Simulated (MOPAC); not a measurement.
Job for MOPAC: PM7 on GaH3S (SMILES [SH][GaH2]), a point of a torsion scan.

```
PM7 1SCF PRECISE CHARGE=0 THREADS=1
GaH3S

S      1.50103033 1    -0.61104403 1     0.47201788 1
Ga    -0.63444868 1    -0.18362337 1     0.11780840 1
H      1.87432424 1     0.31407106 1    -0.41231610 1
H     -1.05744080 1     0.91963733 1    -0.91599564 1
H     -1.78585161 1    -0.93875024 1     0.85817837 1
```

It printed:

```
*******************************************************************************
 **                                                                           **
 **                              MOPAC v23.2.5                                **
 **                                                                           **
 *******************************************************************************
 ** MOPAC's Digital Object Identifier: https://doi.org/10.5281/zenodo.6511958 **
 **                                                                           **
 ** Please cite the open-source release paper for use of this MOPAC version:  **
 ** J. E. Moussa and J. J. P. Stewart (2026)                                  **
 ** MOPAC: An open-source semiempirical molecular orbital program             **
 ** J. Open Source Softw., 11(119), 8025, https://doi.org/10.21105/joss.08025 **
 *******************************************************************************

                              PM7 CALCULATION RESULTS

 *******************************************************************************
 *  PM7        - The PM7 Hamiltonian to be used
 *
 *
 *
 *                 CHARGE ON SYSTEM = 0
 *
 *
 *
 *  PRECISE    - TIGHTER CRITERIA TO BE USED
 *  1SCF       - DO 1 SCF AND THEN STOP
 *  THREADS=1  - MULTI-THREADING NOT USED
 *  T=         - A TIME OF 172800.0 SECONDS REQUESTED
 *  DUMP=N     - RESTART FILE WRITTEN EVERY 7200.0 SECONDS REQUESTED
 *******************************************************************************
PM7 1SCF PRECISE CHARGE=0 THREADS=1
 GaH3S

   ATOM   CHEMICAL          X               Y               Z
  NUMBER   SYMBOL      (ANGSTROMS)     (ANGSTROMS)     (ANGSTROMS)

     1       S          1.50103033  *  -0.61104403  *   0.47201788  *
     2      Ga         -0.63444868  *  -0.18362337  *   0.11780840  *
     3       H          1.87432424  *   0.31407106  *  -0.41231610  *
     4       H         -1.05744080  *   0.91963733  *  -0.91599564  *
     5       H         -1.78585161  *  -0.93875024  *   0.85817837  *



          CARTESIAN COORDINATES

    NO.       ATOM           X           Y           Z

     1         S          1.5010     -0.6110      0.4720
     2        Ga         -0.6344     -0.1836      0.1178
     3         H          1.8743      0.3141     -0.4123
     4         H         -1.0574      0.9196     -0.9160
     5         H         -1.7859     -0.9388      0.8582

 General Reference for PM7:
 "Optimization of Parameters for Semiempirical Methods VI: More Modifications to the
 NDDO Approximations and Re-optimization of Parameters", J. J. P. Stewart, J. Mol. Mod., 1:32, 19 (2013)
 https://link.springer.com/article/10.1007/s00894-012-1667-x

           Empirical Formula: H3 S Ga  =     5 atoms



      MOLECULAR POINT GROUP   :   Cs


      RHF CALCULATION, NO. OF DOUBLY OCCUPIED LEVELS = 6


 -------------------------------------------------------------------------------
 PM7 1SCF PRECISE CHARGE=0 THREADS=1
 GaH3S



     1SCF WAS SPECIFIED, SO BFGS WAS NOT USED
     SCF FIELD WAS ACHIEVED


                              PM7 CALCULATION
                                                       MOPAC v23.2.5 Linux




          FINAL HEAT OF FORMATION =         -4.57537 KCAL/MOL =     -19.14336 KJ/MOL


          COSMO AREA              =         95.01 SQUARE ANGSTROMS
          COSMO VOLUME            =         78.97 CUBIC ANGSTROMS

          IONIZATION POTENTIAL    =          9.218665 EV
          HOMO LUMO ENERGIES (EV) =         -9.219 -0.441
          NO. OF FILLED LEVELS    =          6
          MOLECULAR WEIGHT        =        104.8187         POINT GROUP:  Cs

          MOLECULAR DIMENSIONS (Angstroms)

            Atom       Atom       Distance
            H     5    H     3     4.07193
            H     4    S     1     2.97780
           Ga     2    H     5     0.00056


          SCF CALCULATIONS        =          1





   ATOM   CHEMICAL          X               Y               Z
  NUMBER   SYMBOL      (ANGSTROMS)     (ANGSTROMS)     (ANGSTROMS)

     1       S          1.50103033  *  -0.61104403  *   0.47201788  *
     2      Ga         -0.63444868  *  -0.18362337  *   0.11780840  *
     3       H          1.87432424  *   0.31407106  *  -0.41231610  *
     4       H         -1.05744080  *   0.91963733  *  -0.91599564  *
     5       H         -1.78585161  *  -0.93875024  *   0.85817837  *

                             CARTESIAN COORDINATES

   1    S        1.501030330    -0.611044030     0.472017880
   2   Ga       -0.634448680    -0.183623370     0.117808400
   3    H        1.874324240     0.314071060    -0.412316100
   4    H       -1.057440800     0.919637330    -0.915995640
   5    H       -1.785851610    -0.938750240     0.858178370


           Empirical Formula: H3 S Ga  =     5 atoms



      MOLECULAR POINT GROUP   :   Cs


                  EIGENVALUES
 -27.11545 -18.75884 -12.97787 -11.30241 -10.10758  -9.21867  -0.44145   0.06926
   0.10697   0.16043   0.27518   0.62982   1.26451   2.69752   3.47368   4.50489


              NET ATOMIC CHARGES AND DIPOLE CONTRIBUTIONS

  ATOM NO.   TYPE          CHARGE      No. of ELECS.   s-Pop       p-Pop       d-Pop
    1          S          -0.469350        6.4693     1.89514     4.46098     0.11323
    2         Ga           0.224125        2.7759     1.18977     1.58611
    3          H           0.174456        0.8255     0.82554
    4          H           0.028108        0.9719     0.97189
    5          H           0.042661        0.9573     0.95734
 DIPOLE           X         Y         Z       TOTAL
 POINT-CHG.    -3.005     1.375    -1.231     3.526
 HYBRID         0.651    -0.014    -0.002     0.651
 SUM           -2.354     1.361    -1.232     2.986


          ATOMIC ORBITAL ELECTRON POPULATIONS

     Atom    s        px        py        pz      x^2-y^2     xz        z^2       yz        xy
    1  S   1.89514   1.30759   1.55826   1.59513   0.02609   0.01251   0.01033   0.05012   0.01418
    2 Ga   1.18977   0.62865   0.50119   0.45627
    3  H   0.82554
    4  H   0.97189
    5  H   0.95734

 **********************
 *                    *
 * JOB ENDED NORMALLY *
 *                    *
 **********************




 == MOPAC DONE ==
```

The run finished.

Cost: very roughly 0.020 core-seconds.
